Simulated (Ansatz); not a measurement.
AlCl2F (`[F][Al]([Cl])[Cl]`). Total charge 0; spin multiplicity 1.

```xyz
4

F    -1.030   -0.959    1.005
Al   -0.058   -0.054    0.056
Cl   -0.689    1.819   -0.542
Cl    1.777   -0.806   -0.519
```

Give the diagnostics of a CCSD(T)/def2-TZVPP run (frozen core, the Gaussian-basis code of Ansatz). (Best estimate.)

Ansatz gave: T1 = 0.0100, largest single amplitude 0.021, largest double 0.021, (T) share of the correlation energy 3.5 %, 8 CCSD cycles. The RHF solution is stable towards an unrestricted one. T1 lies under the customary mark of 0.02 for closed shells.
